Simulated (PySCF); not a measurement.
## Relaxation of triplet ReS₂⁻

Method: UPBE0/[Re def2-SVPD with ECP60, S def2-SVPD], scalar-relativistic core potentials, density fitting, no spin–orbit coupling, PySCF. A (50,194) grid was used.

A hand-made linear start, of D∞h symmetry, held to at least that symmetry:

```xyz
3
charge -1 multiplicity 3, angstrom
Re    0.0000    0.0000    0.0000
S     0.0000    0.0000    2.1300
S     0.0000    0.0000   -2.1300
```

At each step, columns x, y, z (Å) and Fx, Fy, Fz (eV/Å):

```
step 0  E − E(last) = 4.62 kJ/mol
Re   0.000   0.000   0.000   0.000   0.000   0.000
S    0.000   0.000   2.130   0.000   0.000   1.227
S    0.000   0.000  -2.130   0.000   0.000  -1.227
step 1  E − E(last) = 0.07 kJ/mol
Re   0.000   0.000   0.000   0.000   0.000  -0.003
S    0.000   0.000   2.176   0.000   0.000  -0.141
S    0.000   0.000  -2.176   0.000   0.000   0.143
step 2  E − E(last) = 0.00 kJ/mol
Re   0.000   0.000   0.000   0.000   0.000   0.000
S    0.000   0.000   2.171   0.000   0.000  -0.013
S    0.000   0.000  -2.171   0.000   0.000   0.013
step 3  E − E(last) = 0.00 kJ/mol
Re   0.000   0.000   0.000   0.000   0.000   0.000
S    0.000   0.000   2.170   0.000   0.000   0.000
S    0.000   0.000  -2.170   0.000   0.000   0.000
```

It ends at D∞h with Re–S 2.170 Å (×2); S–Re–S 180.0°. A frequency run shows 2 imaginary modes (one degenerate set), down to 58i cm⁻¹, so it is a higher-order saddle point. Other isomers or separated fragments may lie lower.

Open d and f shells are described by one determinant, and the ground state may have another occupation or spin. No spin–orbit coupling is included, which matters more the heavier the element.

The relaxation took about 20 core-seconds on a shared host.
